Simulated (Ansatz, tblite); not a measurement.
Removing and adding an electron: Cs3F2. Total charge 0; doublet. Geometry: PBE-D4/def2-TZVP. Ansatz, gas phase; energy differences of separate SCF runs; the oxidised species is a singlet (the triplet lies 6.27 eV higher at PBE0-D4/def2-TZVP); the reduced species is a singlet (the triplet lies 0.20 eV higher at PBE0-D4/def2-TZVPD).

Cartesian coordinates in Å:
```
Cs -2.1518 -0.5781 -0.5014
Cs 1.2920 -0.4043 1.8511
Cs 1.6120 1.8411 -2.5317
F -1.1450 -1.3343 1.7850
F 0.3928 0.4757 -0.6031
```

In the def2 sets Cs takes a core potential; there is no spin–orbit coupling. The xTB rows come from tblite. The structure comes from a short search, and lower isomers may exist.

```csv
level,−HOMO (eV),vertical IE (eV),−LUMO (eV),vertical EA (eV),HOMO–LUMO gap (eV),IE − EA (eV),remarks
GFN1-xTB,–,10.50,–,7.80,–,2.70,–
GFN2-xTB,–,8.07,–,1.99,–,6.07,–
PBE-D4/def2-TZVP,1.82,3.23,1.38,–,0.44,–,–
PBE-D4/def2-TZVPD,1.83,–,1.38,0.47,0.45,–,"HOMO above zero (-1 singlet), restricted singlet, untested (-1 singlet)"
r2SCAN-D4/def2-TZVP,1.79,3.04,1.16,–,0.63,–,–
r2SCAN-D4/def2-TZVPD,1.79,–,1.15,0.29,0.64,–,"HOMO above zero (-1 singlet), restricted singlet, untested (-1 singlet)"
PBE0-D4/def2-TZVP,2.10,3.12,0.89,–,1.21,–,–
PBE0-D4/def2-TZVPD,2.11,–,0.89,0.38,1.22,–,"HOMO above zero (-1 singlet), restricted singlet, untested (-1 singlet)"
```

   A HOMO above zero means that the electron is unbound at that level or that self-interaction error raises the level; the energy of removing that electron tells which. HOMO and LUMO are the levels of the spin that leaves or enters (xTB has no such levels and no spin-polarisation term). Other spin states of the ions may lie lower, which would lower the ionisation energy or raise the affinity. Raw xTB energy differences between charge states are shifted by several eV; the methods need an empirical correction for them.
